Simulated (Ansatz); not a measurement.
Ge₂S₅⁻, relaxed as a doublet with UKS B3LYP-D4/def2-SVPD in Ansatz, starting from the GFN2-xTB geometry. Force threshold 0.02 eV/Å.

Another isomer (doublet) lies 0.43 eV lower at PBE0-D4/def2-SVP; other spin states weren't run for this one.

Start:

```
atom    x (Å)    y (Å)    z (Å)
 Ge1  -0.4572  -0.6573  -1.1953
 Ge2  -0.6630   1.4934   1.0687
  S3   1.4327  -3.2233  -1.8286
  S4  -1.3129  -0.6098   1.0724
  S5   0.1885   1.6640  -0.9524
  S6   1.6766  -1.6058  -0.7157
  S7  -0.8647   2.9388   2.5510
```

Task: Estimate the energy that the relaxation releases and the steps that it takes.

Result: 0.07 eV, in 14 steps; 13 min on 4 threads of Intel Xeon on a shared host. The force fell under the threshold at step 11, but the optimiser went on. No frequencies were taken in this run, so the end may be a saddle point.

Task: Does the start keep its bonding and symmetry?

Result: By distances, no bond broke or formed. The bond that changes most is S3–S6, from 1.98 to 2.02 Å (atoms count from 1).

Task: Predict the relaxed structure.

Result: 
```xyz
7

Ge   -0.5376   -0.5684   -1.3605
Ge   -0.6319    1.4494    1.0801
S     1.4037   -3.3640   -1.4471
S    -1.2634   -0.6473    0.9774
S     0.1745    1.7445   -0.9388
S     1.6837   -1.4298   -0.9406
S    -0.8290    2.8155    2.6295
```
Bond lengths: 6 × Ge–S 2.07 to 2.46 Å; 1 × S–S 2.02 Å.
